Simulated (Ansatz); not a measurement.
Cost and result for the atomization energy of `N[Si@H](O)[Si@H](N)O` (14 atoms, 13 bonds).

```xyz
14

N    -0.617    1.268    1.491
Si    0.195   -0.236    1.341
O     1.731   -0.326    1.960
Si    0.188   -0.621   -0.975
N    -0.636    0.702   -1.703
O    -0.457   -2.129   -1.196
H    -0.482    1.981    0.792
H    -0.872    1.658    2.384
H    -0.537   -1.227    2.164
H     2.419    0.147    1.489
H     1.540   -0.583   -1.614
H    -0.510    0.929   -2.677
H    -1.559    0.953   -1.385
H    -0.402   -2.515   -2.072
```

The species carries charge 0 and has multiplicity 1. The structure was optimised at the PBE0-D4/def2-TZVP level. It is one conformer, not always the lowest. Program: Ansatz. All runs use 2 threads of an AMD EPYC 7R13 on a shared host and a share of an NVIDIA H100 80 GB. Times are those of one run each, without the atoms' runs, and a repeat can differ threefold. Electronic energies, without spin–orbit coupling; frozen cores. CCSD(T)/CBS adds CCSD(T) − MP2 in def2-TZVPP to the MP2 limit, and its time is that of the two runs behind it. T1 = 0.012. B3LYP takes the VWN-RPA correlation (the form of Gaussian; ORCA's B3LYP/G).

CCSD(T)/CBS is a level of theory with its own doubt, some kJ/mol a heavy atom from the limit and from the frozen cores, so smaller differences don't rank the functionals.

```csv
level,functions,wall time
PBE-D4/def2-TZVPP (with forces),320,6.5 s
PBE0-D4/def2-TZVPP,320,7 s
B3LYP-D4/def2-TZVPP (with forces),320,7 s
r2SCAN-D4/def2-TZVPP (with forces),320,7.5 s
ωB97M-V/def2-TZVPP (with forces),320,8 s
ωB97X-V/def2-TZVPP,320,8 s
B2PLYP/def2-TZVPP,320,9 s
MP2/def2-QZVPP,608,10 s
CCSD(T)/def2-TZVPP,320,2.8 min
CCSD(T)/CBS(def2),–,3 min
```

What atomization energy does each give, and how far from CCSD(T)/CBS? (An estimate is asked.)

The calculation gave: 
```
                             level  atomization (kcal/mol)  difference from CCSD(T)/CBS  per bond
   PBE-D4/def2-TZVPP (with forces)                  1218.9                          8.7       0.7
                PBE0-D4/def2-TZVPP                  1192.8                        -17.4      -1.3
 B3LYP-D4/def2-TZVPP (with forces)                  1205.2                         -5.0      -0.4
r2SCAN-D4/def2-TZVPP (with forces)                  1199.9                        -10.3      -0.8
  ωB97M-V/def2-TZVPP (with forces)                  1210.0                         -0.2       0.0
                ωB97X-V/def2-TZVPP                  1211.7                          1.5       0.1
                 B2PLYP/def2-TZVPP                  1190.3                        -19.9      -1.5
                    MP2/def2-QZVPP                  1213.2                          3.0       0.2
                CCSD(T)/def2-TZVPP                  1167.8                        -42.4      -3.3
                 CCSD(T)/CBS(def2)                  1210.2                          0.0       0.0
```

From PBE to PBE0 (25 % exact exchange), in def2-TZVPP and without D4, the atomization energy moves by −25.0 kcal/mol: exact exchange takes away binding that semilocal exchange gives to molecules. In def2-TZVPP, CCSD(T) changes the Hartree–Fock value by +337.3 kcal/mol (the triples alone add +18.2 kcal/mol) and MP2 by +357.1 kcal/mol; breaking electron pairs costs correlation energy, which Hartree–Fock lacks. The D4 term adds +12.5 kcal/mol with B3LYP and +6.7 kcal/mol with PBE0; it sums over pairs of atoms, weighted by their polarisabilities, and B3LYP, whose exchange is more repulsive, gets the larger term.
